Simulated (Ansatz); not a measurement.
Calculated with Ansatz (gas phase, PBE0-D4/def2-TZVP geometries, no zero-point term in ΔE). CCSD(T)/CBS adds triple-zeta CCSD(T) − MP2 to the extrapolated MP2 energy (def2 sets, frozen cores). DFT in def2-TZVPP. HSE06 is defined as in plane-wave codes. For Br outer-core shells are correlated without core-valence functions, which leaves a few kJ/mol of doubt a bond. Scalar relativity is left out up to krypton. Each species was taken in one conformer, which may not be the lowest.

Reaction (ligand exchange at the Si–Br bond): `F[Si](F)(F)Br` + `F[Si](F)(F)S` → `F[Si](F)(F)S[Si](F)(F)F` + HBr

```csv
level,ΔE (kJ/mol),difference from CCSD(T)/CBS
revPBE-D4,22.0,-11.9
HSE06-D4,28.7,-5.2
BHLYP-D4,29.5,-4.4
CAM-B3LYP-D4,29.8,-4.1
ωB97M-V,31.3,-2.6
B2PLYP,35.9,2.0
PBE-QIDH,34.1,0.2
r2SCAN0,33.6,-0.3
BHLYP,39.0,5.1
CAM-B3LYP,36.3,2.4
RPA@PBE/def2-TZVPP,31.2,-2.7
MP2/def2-SVP,30.2,-3.7
CCSD/def2-SVP,31.0,-2.9
CCSD(T)/def2-SVP,29.4,-4.5
SCS-MP2/def2-TZVPP,34.5,0.6
MP2/def2-QZVPP,34.2,0.3
CCSD(T)/CBS,33.9,0
```

Largest T1 diagnostic among the species: 0.012.

The D4 term adds −10.7 kJ/mol with B3LYP and −6.1 kJ/mol with PBE0; it sums over pairs of atoms, weighted by their polarisabilities, and B3LYP, whose exchange is more repulsive, gets the larger term. Leaving LDA and LC-ωPBE aside and taking each functional with its dispersion term where it has one, the values spread over 13.9 kJ/mol, from revPBE-D4 to B2PLYP. LDA lies −4.5 kJ/mol from PBE without D4. At CCSD(T), def2-SVP lies −4.5 kJ/mol from the extrapolated value and def2-TZVPP −2.0 kJ/mol.

B3LYP here is the variant with VWN-RPA as its local correlation; programs differ in this.
